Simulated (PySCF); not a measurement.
Compound: C3H2F2OSi.
Bonds: C1–C2 (triple), C2–C3, C3–O4 (double), C3–Si5, Si5–F6, Si5–F7. Hydrogens: H8 on C1; H9 on Si5.

Computed with PySCF, PBE0-D3(BJ)/def2-SVP geometry optimisation, gas phase.

Question: List the bond lengths, angles and torsions at this level.

Answer: 
```json
{"bond": "C1≡C2", "length (pm)": "121.4"}
{"bond": "C2–C3", "length (pm)": "144.7"}
{"bond": "C3=O4", "length (pm)": "121.4"}
{"bond": "C3–Si5", "length (pm)": "191.9"}
{"bond": "Si5–F6, Si5–F7", "length (pm)": "161.2"}
{"bond": "C1–H8", "length (pm)": "107.6"}
{"bond": "Si5–H9", "length (pm)": "147.5"}
```

Bonds in one row agree within 1 pm and their mean is given. A selection of angles:
```json
{"angle": "C2–C1–H8", "degrees": "178.8"}
{"angle": "C1–C2–C3", "degrees": "174.6"}
{"angle": "C2–C3–O4", "degrees": "123.8"}
{"angle": "C2–C3–Si5", "degrees": "118.4"}
{"angle": "O4–C3–Si5", "degrees": "117.8"}
{"angle": "C3–Si5–F6", "degrees": "108.9"}
{"angle": "C3–Si5–H9", "degrees": "110.7"}
{"angle": "F6–Si5–F7", "degrees": "107.1"}
{"angle": "F6–Si5–H9", "degrees": "110.3"}
```

Dihedral angles: C2–C3–Si5–F6 -60° (synclinal).

The 2 C–C bonds span 1.214 Å (C1≡C2, drawn triple) to 1.447 Å (C2–C3, drawn single), a spread of 0.233 Å. Si5 (fluorine-bound silicon) is tetrahedral (angles from 107.1° to 110.7°).

Point group: Cs (every atom within 0.08 Å of its image). Stationary, but not proved a minimum. The numbers are those of one conformer.

The run took 41 s of wall time on one thread, Arm Neoverse V1 (aarch64) (shared host), and the process peaked at 0.46 GiB of memory. That covers the optimisation of the geometry.
